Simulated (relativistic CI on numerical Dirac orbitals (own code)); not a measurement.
**Charge states of lead**

Computed by Dirac-Coulomb-Breit CI, KLI orbitals optimised for each configuration, a model potential for QED, valence Slater integrals scaled by 0.9 (own radial code, finite nucleus).

Each species is treated in one configuration, given outside its closed core. Radial values are for the open shell of highest l, unscaled and averaged over j; ζ includes the Breit term. Labels give the leading LS character, summed over repeated terms.

| Ion | Configuration | Its lowest level | LS weight (%) | F² (cm⁻¹) | F⁴ (cm⁻¹) | Next level | E (cm⁻¹) | g_J | g√(J(J+1)) |
| --- | --- | --- | --- | --- | --- | --- | --- | --- | --- |
| Pb²⁴⁺ | 4d10 4f12 | 3H_6 | 97 | 246900 | 159500 | 3F_4 | 10667 | 1.159 | 7.51 |
| Pb²⁵⁺ | 4d10 4f11 | 4I°_15/2 | 90 | 251300 | 162600 | J = 9/2 (mixed) | 28044 | 1.183 | 9.44 |
| Pb²⁶⁺ | 4d10 4f10 | 5I_8 | 74 | 255700 | 165600 | J = 5 (mixed) | 36089 | 1.210 | 10.26 |
| Pb²⁷⁺ | 4d10 4f9 | 6H°_15/2 | 63 | 260000 | 168600 | J = 9/2 (mixed) | 24356 | 1.267 | 10.11 |
| Pb²⁸⁺ | 4d10 4f8 | 7F_6 | 61 | 264200 | 171600 | J = 4 (mixed) | 14623 | 1.408 | 9.13 |
| Pb²⁹⁺ | 4d10 4f7 | 8S°_7/2 | 62 | 268400 | 174500 | J = 7/2 (mixed) | 51741 | 1.853 | 7.35 |
| Pb³⁰⁺ | 4d10 4f6 | J = 0 (mixed) | 45 | 272600 | 177400 | J = 1 (mixed) | 25857 |  | 0.00 |
| Pb³¹⁺ | 4d10 4f5 | J = 5/2 (mixed) | 42 | 276700 | 180300 | 6H°_7/2 | 29255 | 0.558 | 1.65 |
| Pb³²⁺ | 4d10 4f4 | 5I_4 | 65 | 280800 | 183200 | 5I_5 | 34979 | 0.687 | 3.07 |
| Pb³³⁺ | 4d10 4f3 | ? | ? | ? | ? | ? | ? | ? | ? |
| Pb³⁴⁺ | 4d10 4f2 | 3H_4 | 84 | 288900 | 188800 | 3F_2 | 25957 | 0.832 | 3.72 |
| Pb³⁵⁺ | 4d10 4f | 2F°_5/2 | 100 |  |  | 2F°_7/2 | 59774 | 0.852 | 2.52 |
| Pb³⁶⁺ | 4d10 | 1S_0 | 100 |  |  |  |  |  | 0.00 |
| Pb³⁷⁺ | 4d9 | 2D_5/2 | 100 |  |  | 2D_3/2 | 236230 | 1.195 | 3.54 |
| Pb³⁸⁺ | 4d8 | 3F_4 | 87 | 267400 | 182000 | J = 2 (mixed) | 30164 | 1.212 | 5.42 |
| Pb³⁹⁺ | 4d7 | 4F_9/2 | 58 | 269100 | 183200 | J = 3/2 (mixed) | 42831 | 1.224 | 6.09 |
| Pb⁴⁰⁺ | 4d6 | J = 4 (mixed) | 41 | 270900 | 184400 | J = 2 (mixed) | 26706 | 1.245 | 5.57 |
| Pb⁴¹⁺ | 4d5 | J = 5/2 (mixed) | 25 | 272600 | 185700 | J = 5/2 (mixed) | 202220 | 1.286 | 3.80 |
| Pb⁴²⁺ | 4d4 | 3P_0 | 60 | 274300 | 186900 | 5D_1 | 221540 |  | 0.00 |
| Pb⁴³⁺ | 4d3 | J = 3/2 (mixed) | 44 | 276000 | 188100 | 4F_5/2 | 227520 | 0.725 | 1.40 |
| Pb⁴⁴⁺ | 4d2 | 3F_2 | 73 | 277700 | 189300 | 3P_0 | 77214 | 0.766 | 1.88 |
| Pb⁴⁵⁺ | 4d | 2D_3/2 | 100 |  |  | 2D_5/2 | 268630 | 0.793 | 1.54 |
| Pb⁴⁶⁺ | 3d10 4s2 4p6 | 1S_0 | 100 |  |  |  |  |  | 0.00 |
| Pb⁴⁷⁺ | 3d10 4s2 4p5 | 2P°_3/2 | 100 |  |  | 2P°_1/2 | 1.312e+06 | 1.327 | 2.57 |

Q: Fill in the row of Pb³³⁺.

A: Its lowest level 4I°_9/2; LS weight (%) 72; F² (cm⁻¹) 284800; F⁴ (cm⁻¹) 186000; Next level J = 3/2 (mixed); E (cm⁻¹) 45458; g_J 0.781; g√(J(J+1)) 3.89.
